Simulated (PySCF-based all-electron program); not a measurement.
**NaI, singlet: squeezing and stretching**

Calculated with an in-house all-electron program built on PySCF, in large uncontracted Gaussian sets near the basis limit; Koelling–Harmon scalar relativity, no spin–orbit coupling, spin-restricted. Forces are good to about 0.002 eV/Å. A positive force pushes the atoms apart.

| r (Å) | PBE (eV/Å) |
| --- | --- |
| 2.1688 | ? |
| 2.3043 | 4.020 |
| 2.4399 | 2.127 |
| 2.711 | 0.065 |
| 2.9821 | -0.774 |

What does PBE give at the lengths left open?

2.1688 Å: 6.850 eV/Å.

Fit a Morse curve to the forces within 0.84 to 1.25 of the listed length with the smallest force. Where does the force vanish, what is the force constant, and what harmonic wavenumber follows with standard atomic masses?

PBE: 2.725 Å, 4.6 eV/Å², about 250 cm⁻¹. The points are far apart, so these are estimates.
